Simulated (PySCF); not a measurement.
CHBClNO2. Atoms are numbered in the order given.

```xyz
7

B      0.4794    -0.6130     0.0000
Cl    -1.0439    -1.5474     0.0000
N      0.4410     0.8037     0.0000
C      0.0127     1.9280     0.0000
O     -0.3476     3.0426     0.0000
O      1.6725    -1.2444     0.0000
H      1.5880    -2.2094     0.0000
```
Charge 0, spin multiplicity 1.

The structure is a stationary point at TPSSh-D3(BJ)/def2-SVP. This is a generated structure with no PubChem entry under its InChIKey; it may be hypothetical. One conformer was computed; it need not be the lowest.

All values below come from PBE/pcSseg-1 (PySCF).

GIAO shieldings, no solvent; atoms alike by connectivity are averaged. δ = σ(ref) − σ: ¹¹B against BF3 (σ = 83.9 ppm); ³⁵Cl against HCl (σ = 936.5 ppm); ¹⁵N against NH3 (σ = 267.0 ppm); ¹³C against TMS (σ = 182.0 ppm); ¹⁷O against H2O (σ = 334.3 ppm); ¹H against TMS (σ = 31.49 ppm), references at their B3LYP-D3(BJ)/def2-TZVP geometries, non-relativistic (without spin–orbit terms, shifts of atoms bonded to Cl or Br come out too high).

| nucleus | atoms | count | δ (ppm) |
|---|---|---|---|
| ¹¹B | B1 | 1 | 7.5 |
| ³⁵Cl | Cl2 | 1 | 162.8 |
| ¹⁵N | N3 | 1 | 78.5 |
| ¹³C | C4 | 1 | 125.7 |
| ¹⁷O | O6 | 1 | 180.6 |
| ¹⁷O | O5 | 1 | 175.6 |
| ¹H | H7 | 1 | 5.24 |
